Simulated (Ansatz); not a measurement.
Consider the redistribution: `FB(S)O[SiH3]` + `CO[SiH3]` → `COB(F)O[SiH3]` + `[SiH3]S`.

Gas-phase electronic energies from Ansatz, PBE0-D4/def2-TZVP geometries. CBS: MP2 limit from def2 TZ/QZ plus the TZ coupled-cluster correction, frozen cores. Functionals use def2-TZVPP. HSE06 is defined as in plane-wave codes. Each species was taken in one conformer, which may not be the lowest.

`FB(S)O[SiH3]`:

Cartesian coordinates in Å:
```
F 1.351 -0.545 -2.038
B 0.515 -0.064 -1.125
S -0.617 1.288 -1.572
O 0.538 -0.598 0.107
Si -0.237 -0.401 1.554
H -0.191 1.375 -2.842
H -0.914 -1.675 1.886
H 0.785 -0.078 2.576
H -1.230 0.698 1.454
```

`CO[SiH3]`:

```xyz
9

C     0.149    1.347    0.128
O    -0.368    0.163    0.689
Si   -0.194   -1.301   -0.035
H     1.238    1.297    0.016
H    -0.092    2.175    0.796
H    -0.294    1.554   -0.854
H    -0.856   -2.287    0.849
H     1.246   -1.642   -0.206
H    -0.828   -1.306   -1.384
```

`COB(F)O[SiH3]`:

```xyz
12

C     0.164    1.448   -1.672
O    -0.068    0.525   -0.626
B     0.924    0.001    0.128
F     2.199    0.334   -0.082
O     0.641   -0.877    1.116
Si   -0.812   -1.484    1.623
H     1.227    1.665   -1.791
H    -0.370    2.374   -1.450
H    -0.226    1.031   -2.602
H    -1.695   -0.387    2.091
H    -0.512   -2.404    2.744
H    -1.474   -2.226    0.522
```

`[SiH3]S`:

```xyz
6

Si   -0.311    0.314    0.289
S     1.503   -0.359   -0.620
H    -1.348    0.626   -0.726
H     0.066    1.546    1.022
H    -0.855   -0.693    1.235
H     0.944   -1.435   -1.200
```

| level | ΔE (kJ/mol) | difference from CCSD(T)/CBS |
| --- | --- | --- |
| B97M-V | -38.5 | 0.6 |
| PBE0-D4 | -42.3 | -3.2 |
| r2SCAN0-D4 | -42.3 | -3.2 |
| BHLYP-D4 | -39.7 | -0.6 |
| CAM-B3LYP-D4 | -38.3 | 0.8 |
| ωB97M-V | -40.0 | -0.9 |
| B2PLYP | -37.6 | 1.5 |
| revPBE | -39.8 | -0.7 |
| BLYP | -36.8 | 2.3 |
| PBE0 | -43.3 | -4.2 |
| r2SCANh | -40.8 | -1.7 |
| HSE06 | -43.4 | -4.3 |
| LC-ωPBE | -41.3 | -2.2 |
| MP2/def2-SVP | -50.0 | -10.9 |
| CCSD(T)/def2-SVP | -52.8 | -13.7 |
| HF/CBS(def2) | -43.3 | -4.2 |
| CCSD(T)/CBS | -39.1 | 0 |

Largest T1 diagnostic among the species: 0.013.

From BLYP to BHLYP (50 % exact exchange), in def2-TZVPP and without D4, ΔE moves by −4.8 kJ/mol. In def2-TZVPP, CCSD(T) changes the Hartree–Fock value by +5.0 kJ/mol (the triples alone add +1.3 kJ/mol) and MP2 by +8.7 kJ/mol. Leaving LDA and LC-ωPBE aside and taking each functional with its dispersion term where it has one, the values, not all of them listed here, spread over 8.6 kJ/mol, from HSE06-D4 to BLYP-D4.
